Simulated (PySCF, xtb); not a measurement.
C2H6BiBr, SMILES [CH3][Bi]([CH3])[Br].

Harmonic wavenumbers (cm⁻¹) from GFN2-xTB (xtb 6.7.1) at its own minimum, in rising order: 27, 66, 114, 121, 157, 208, 516, 526, 733, 768, 772, 822, 1287, 1296, 1487, 1488, 1492, 1495, 3078, 3081, 3085, 3090, 3099, 3105.

**Question.** What does PBE-D3(BJ)/def2-SVP (PySCF) give at its own minimum? (Estimate from the structure and the level; the computed values follow.)

**Answer.** 69, 89, 108, 115, 153, 207, 450, 452, 673, 695, 701, 771, 1123, 1136, 1364, 1374, 1374, 1386, 2985, 2985, 3105, 3106, 3124, 3124. Paired by order, the mean absolute difference is 64 cm⁻¹ and the zero-point energies are 45.6 and 43.8 kcal/mol.
